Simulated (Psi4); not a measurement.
Pair of molecules, SMILES O with SMILES C=O (the first has 3 atoms); geometry from B3LYP-D3(BJ)/def2-TZVP, rigid monomers moved along the line of their centres of mass till H2···O5 is 1.79 Å.
(charge 0, multiplicity 1):
```xyz
7

O      0.275    -0.115     0.540
H     -0.463    -0.441     1.078
H     -0.043    -0.112    -0.368
C     -0.278    -0.308     3.402
O     -1.157    -0.732     2.697
H      0.642     0.129     2.980
H     -0.361    -0.341     4.503
```

Method: SAPT0/jun-cc-pV(D+d)Z (Psi4).

### Question
Give the four SAPT terms and the total, and say what mostly holds the pair together.

### Answer
electrostatics -12.72, exchange 14.59, induction -4.09, dispersion -2.78, total -5.00 kcal/mol; the largest attraction is electrostatics.
